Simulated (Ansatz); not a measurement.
Start from `[F][GaH][I]` and change one atom or group to get `[GaH2][I]`.

Ansatz, PBE0-D4/def2-TZVP geometries, multiplicity 1. 

Elements past krypton have def2 core potentials. Scalar relativity is left out up to krypton.

```tsv
property	`[F][GaH][I]`
HOMO–LUMO gap (PBE0/def2-TZVPP) / eV	6.32
size of the dipole moment (ωB97M-V/def2-TZVPP) / D	1.89
ideal-gas entropy at 298 K and 1 bar (rigid rotor, harmonic PBE0-D4/def2-TZVP) / J/(mol·K)	314
HOMO–LUMO gap (ωB97M-V/def2-TZVPP) / eV	10.16
HOMO energy (ωB97M-V/def2-TZVPP) / eV	-10.16
zero-point energy (PBE0-D4/def2-TZVP) / kJ/mol	24.9
```

Q: What does the change do to each property? (An estimate is asked.)

A: The calculation gave: 
| property | `[GaH2][I]` | shift |
| --- | --- | --- |
| HOMO–LUMO gap (PBE0/def2-TZVPP) / eV | 5.47 | -0.85 |
| size of the dipole moment (ωB97M-V/def2-TZVPP) / D | 1.64 | -0.25 |
| ideal-gas entropy at 298 K and 1 bar (rigid rotor, harmonic PBE0-D4/def2-TZVP) / J/(mol·K) | 284 | -30 |
| HOMO–LUMO gap (ωB97M-V/def2-TZVPP) / eV | 9.28 | -0.88 |
| HOMO energy (ωB97M-V/def2-TZVPP) / eV | -9.58 | 0.58 |
| zero-point energy (PBE0-D4/def2-TZVP) / kJ/mol | 36.2 | 11.3 |

With PBE0 the HOMO rises by 0.56 eV and the LUMO falls by 0.29 eV, so the gap narrows by about 0.85 eV. PBE moves the HOMO by 0.51 eV and ωB97M-V by 0.58 eV. Dipoles are sizes alone; their direction can turn.

Spin–orbit coupling is left out; it splits and shifts lone-pair levels of the heavy atoms by tenths of an eV.
